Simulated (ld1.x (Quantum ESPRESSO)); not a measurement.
**Pseudopotential generation for Gd: PAW, LDA (PZ), fully relativistic.**

| Property | Result |
| --- | --- |
| Element | gadolinium (Gd) |
| Generator | ld1.x (Quantum ESPRESSO) 7.5 |
| Type | PAW |
| Functional | LDA (PZ) |
| Relativity | fully relativistic |
| Frozen core | [Kr] 4d10 |
| Valence charge | 18 |
| Reference configuration | 4f7 5s2 5p6 5d1.5 6s1.5 6p0 |
| Partial waves | 5s (bound): rcut 1.70, rcutus 1.85 bohr; 6s (bound): rcut 1.70, rcutus 1.85 bohr; 5p (bound): rcut 2.30, rcutus 2.50 bohr; 6p (bound, empty): rcut 2.30, rcutus 2.50 bohr; 5d (bound): rcut 1.60, rcutus 2.20 bohr; 5d channel at 0.2 Ry: rcut 1.60, rcutus 2.20 bohr; 4f (bound): rcut 0.90, rcutus 1.20 bohr; 4f channel at 0.4 Ry: rcut 0.90, rcutus 1.20 bohr |
| Local potential | all-electron potential smoothed inside 1.00 bohr (lloc = -1) |
| Core correction | Bessel-smoothed model core inside 0.55 bohr |
| Augmentation charge | BESSEL, radius 0.70 bohr |

Open shells are filled in proportion to 2j + 1 (rel_dist='average').

Problem. Tests: 4f7 5s2 5p6 5d1 6s2 6p0; 4f7 5s2 5p6 5d1 6s1 6p0; 4f7 5s2 5p6 5d1 6s0 6p0; 4f7 5s2 5p6 5d0 6s2 6p0; 4f7 5s2 5p6 5d0 6s0 6p0; 4f8 5s2 5p6 5d1 6s0 6p0; 4f7 5s1 5p6 5d1 6s2 6p0. Which has the largest error in its energy relative to the reference configuration, and how large is it?

Solution. 4f8 5s2 5p6 5d1 6s0 6p0, with -498 meV (all-electron minus pseudo) on +3.49 eV.

The ghost test of this file was not conclusive.
